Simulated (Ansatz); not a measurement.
N, quartet; MP2/6-311G** (Ansatz, an electronic-structure program).

Input for Ansatz:
Ansatz 0.2 input:
```yaml
crystal:
  periodic: [false, false, false]
  atoms:
    - {symbol: N, position_ang: [0.00000000, 0.00000000, 0.00000000]}
basis:
  gaussian:
    orbitals: 6-311G__.json
magnetization: {spin_polarized: true, initial_magnetization: 3}
correlation: {method: mp2, electrons: outside_noble_gas}
accuracy: high
```
The basis file holds 6-311G** in the JSON format of the Basis Set Exchange.

The log (banner, timings and long lists left out):

```
Functional definition: HF
140 factors; integrals over basis functions are off by at most 2.3e-9 eV
mean field evaluation 1: about -1480.1496 eV, gradient 5.2e0 eV
mean field evaluation 2: about -1480.1500 eV, gradient 5.2e0 eV
mean field evaluation 4: about -1480.2444 eV, gradient 1.7e-1 eV
mean field evaluation 8: about -1480.2445 eV, gradient 3.8e-9 eV
mean field -1480.24445004 eV, -54.3979801933 hartree, gradient 1.8e-8 eV, S^2 3.755543; 0 other end points of the search recorded, 0 dependent functions left out
1 core orbitals not correlated
reference -1480.24445004 eV, -54.3979801933 hartree; 4, 1 occupied and 13, 16 virtual orbitals, 140 factors
second order -2.09720992 eV of doubles, -0.00000000 eV of singles
Total energy: -1482.34165996 eV, -54.4750512362 hartree
```
